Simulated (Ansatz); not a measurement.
Species: 3-bromoselenophene, C4H3BrSe (charge 0, singlet). 
Structure (B3LYP-D3(BJ)/def2-TZVP (Ansatz, a first-principles code) minimum search):
```xyz
9

Br    -1.3883    -1.8357    -0.5993
C     -0.1652    -0.4504    -0.1493
C      1.2458    -0.6547    -0.2359
C      1.9793     0.4292     0.1191
Se     0.8978     1.8714     0.6176
C     -0.5739     0.7720     0.2668
H      1.6777    -1.5914    -0.5562
H      3.0532     0.5153     0.1344
H     -1.5835     1.1210     0.3969
```
Charge 0, spin multiplicity 1.

Property: atomisation energy (electronic, to ground-state atoms), in kcal/mol. Valence correlation only, unless marked. UHF or UKS for open shells. No spin-orbit coupling. Frozen are the shells of the preceding noble gas and the d and f shells that filled before the atom's block. No relativistic terms. The coupled-cluster limit lacks core correlation, which all-electron functionals hold. CBS(X,Y): correlation extrapolated as X^-3; Hartree-Fock from the larger set.

```tsv
level	program	atomisation energy (kcal/mol)
BLYP-D3(BJ)/def2-TZVPD	Ansatz + dftd3	910.7
LC-wPBE-D3(BJ)/def2-TZVPD	Ansatz + dftd3	910.8
LC-wPBE-D4/def2-TZVPD	Ansatz + dftd4	912.0
RPA@PBE/cc-pVTZ	Ansatz	823.3
```

Question: Estimate the value at CCSD(T)/CBS(aug-cc-pVTZ,aug-cc-pVQZ) as computed with Ansatz.

Answer: 904.8 kcal/mol
